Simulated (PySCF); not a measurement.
This PySCF input asks for the NMR shieldings of `CN([SiH2][SiH3])C1CCC1`, C5H15NSi2; the geometry comes from GFN2-xTB.

```python
import basis_set_exchange as bse
import numpy as np
from pyscf import gto, dft
from pyscf.prop import nmr

atoms = """
C     0.844720    1.722974    0.054164
N     0.356857    0.399705   -0.254899
Si    1.297837   -1.022923   -0.012319
Si    3.530709   -0.499943    0.149991
C    -1.073344    0.398660   -0.384234
C    -1.917825    0.510246    0.907443
C    -2.878350   -0.535868    0.327433
C    -1.818951   -0.899477   -0.722536
H     0.526901    2.427271   -0.722063
H     0.456444    2.083390    1.013940
H     1.930921    1.727499    0.097863
H     1.033959   -1.902320   -1.165427
H     0.848579   -1.791432    1.172859
H     3.892493    0.259919    1.352699
H     4.064990    0.273599   -0.976051
H     4.320436   -1.731436    0.203249
H    -1.353142    1.192837   -1.089852
H    -2.337038    1.486726    1.142305
H    -1.367424    0.134721    1.768000
H    -3.766163   -0.085561   -0.112350
H    -3.182935   -1.335540    0.998928
H    -2.156331   -1.001378   -1.751751
H    -1.258097   -1.784684   -0.441439
"""
names = dict.fromkeys(["C", "N", "Si", "H"], "pcSseg-1")
basis = {el: gto.basis.parse(bse.get_basis(n, elements=[el], fmt="nwchem")) for el, n in names.items()}
mol = gto.M(atom=atoms, basis=basis, charge=0, verbose=0)
mf = dft.RKS(mol, xc="PBE0")
mf.grids.level = 2
mf.grids.alignment = dft.numint.BLKSIZE   # the property module wants whole blocks of grid points
mf.conv_tol = 1e-9
mf.kernel()

calc = nmr.RKS(mf)   # GIAO
C = mf.mo_coeff
Co = C[:, mf.mo_occ > 0]
resp = mf.gen_response(singlet=True, hermi=2)
def vind(x):   # induced exchange potential for any number of trial vectors
    d = np.einsum("pi,xij,qj->xpq", C, 2 * x.reshape(-1, C.shape[1], Co.shape[1]), Co, optimize=True)
    return np.einsum("xpq,pi,qj->xij", resp(d - d.transpose(0, 2, 1)), C, Co, optimize=True).ravel()
mo1, _ = nmr.rhf.solve_mo1(calc, with_cphf=vind)
sigma = calc.kernel(mo1)
for i, s in enumerate(sigma):   # ppm
    w = np.linalg.eigvalsh((s + s.T) / 2)
    print("%2d %-2s iso %8.1f  s11 %8.1f  s22 %8.1f  s33 %8.1f" % (i, mol.atom_pure_symbol(i), w.mean(), *w))
```

Question: What does it print?

Answer: 
```
 0 C  iso    145.5  s11    119.5  s22    134.3  s33    182.8
 1 N  iso    241.9  s11    206.3  s22    220.4  s33    299.0
 2 Si iso    405.0  s11    344.1  s22    391.4  s33    479.5
 3 Si iso    470.7  s11    459.5  s22    469.5  s33    483.0
 4 C  iso    128.5  s11    107.7  s22    118.5  s33    159.4
 5 C  iso    156.4  s11    140.3  s22    151.7  s33    177.1
 6 C  iso    172.0  s11    162.0  s22    171.9  s33    182.1
 7 C  iso    157.8  s11    141.8  s22    153.5  s33    178.0
 8 H  iso     29.4  s11     25.4  s22     26.4  s33     36.4
 9 H  iso     29.1  s11     24.8  s22     27.2  s33     35.3
10 H  iso     29.3  s11     23.1  s22     30.4  s33     34.4
11 H  iso     26.6  s11     22.3  s22     25.8  s33     31.6
12 H  iso     26.3  s11     22.0  s22     25.6  s33     31.4
13 H  iso     28.2  s11     24.8  s22     26.4  s33     33.3
14 H  iso     28.2  s11     24.7  s22     26.2  s33     33.6
15 H  iso     28.4  s11     25.1  s22     25.7  s33     34.6
16 H  iso     28.4  s11     24.4  s22     28.5  s33     32.2
17 H  iso     29.4  s11     25.0  s22     27.8  s33     35.4
18 H  iso     29.9  s11     27.2  s22     29.5  s33     32.9
19 H  iso     30.0  s11     26.6  s22     27.0  s33     36.3
20 H  iso     29.9  s11     25.9  s22     27.0  s33     36.8
21 H  iso     29.3  s11     25.6  s22     26.6  s33     35.8
22 H  iso     29.1  s11     25.2  s22     29.7  s33     32.5
```

These numbers come from an equivalent density-fitted implementation of the same equations, which agrees with the script to about 0.01 ppm for H and up to a few tenths of a ppm for heavy atoms, so last digits may differ.

Question: Turn these shieldings into chemical shifts. Shifts are taken against calculated references (same method and geometry level): ¹³C (186.93 ppm), ²⁹Si (349.16 ppm), ¹H (31.72 ppm) vs TMS; ¹⁵N (267.73 ppm) vs NH3.

Answer: Averaging equivalent atoms: C 4: 58.4; C 0: 41.4; C 5/7: 29.9; C 6: 14.9; N 1: 25.9; Si 2: -55.9; Si 3: -121.5; H 11/12: 5.27; H 13/14/15: 3.43; H 16: 3.37; H 8/9/10: 2.47; H 17/21: 2.35; H 18/22: 2.22; H 20: 1.82; H 19: 1.76 ppm. Experimental scales use liquid or dissolved standards, which lie at an offset from isolated NH3 (liquid NH3: subtract about 20 ppm).

Size and cost of the density-fitted run: 225 basis functions, 100 s wall time on 1 thread of an AMD EPYC, shared host; peak memory 1 GiB.
